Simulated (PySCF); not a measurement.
Bond length, frequency and bond energy of LaSe by level of theory

State: doublet, about 0.1 electrons in the 4f shell (Mulliken). Set-up: basis La x2c-SVPall, Se x2c-SVPall; spin-free X2C with a Gaussian nucleus; PySCF 2.14. De refers to La (5d1 6s2) + Se in their high-spin ground configurations, without counterpoise correction. The functionals are run spin-unrestricted. A positive dipole means La(−)Se(+).

| Level | Re (Å) | ωe (cm⁻¹) | De (eV) | μ (D) | CPU s a point (SCF and correlation, without the integrals) |
| --- | --- | --- | --- | --- | --- |
| UHF | 2.533 | 319 | n/a | -7.19 | 1.6 |
| UHF-MP2 | 2.510 | 320 | n/a | n/a | 2.6 |
| UHF-SCS-MP2 | 2.519 | 318 | n/a | n/a | n/a |
| UHF-CCSD | 2.518 | 319 | n/a | n/a | n/a |
| UHF-CCSD(T) | 2.530 | 307 | n/a | n/a | 80 |
| PBE | 2.511 | 301 | n/a | -5.32 | 5.9 |
| r²SCAN | 2.509 | 308 | n/a | -5.83 | 7.7 |
| TPSSh | 2.509 | 307 | n/a | -5.87 | 5.5 |
| PBE0 | 2.496 | 315 | n/a | -5.92 | 5.6 |
| MN15 | 2.479 | 320 | 4.91 | -6.02 | 6.1 |

Q: What does a quarter of exact exchange do here, going from PBE to PBE0?

A: PBE0 less PBE: -1.5 pm in Re, +4.7 % in ωe. Exact exchange removes part of the self-interaction that spreads semilocal densities, and in most molecules shortens and stiffens the bond and lowers De; so it does here.

Q: What does the step from GGA to meta-GGA do here, going from PBE to r²SCAN?

A: r²SCAN less PBE: -0.2 pm in Re, +2.3 % in ωe. 

Q: What does second-order correlation do here, going from UHF to UHF-MP2?

A: UHF-MP2 less UHF: -2.3 pm in Re, +0.3 % in ωe. Correlation nearly always deepens the well. The bond shortens, as is common for weak, ionic, metallic or heavy-atom bonds, where dispersion and the correlation of outer-core electrons can pull the atoms together.

Correlated steps freeze 27 core orbitals. Spin–orbit coupling is left out, which matters for elements this heavy, above all for dissociation energies. With d or f electrons several states lie close, and the lowest PBE0 determinant need not be the measured ground state.

The whole job (state search and all levels along the bond) took about 10 min on 2 threads of Intel Xeon 6975P-C (shared host), peak memory 2.3 GiB.
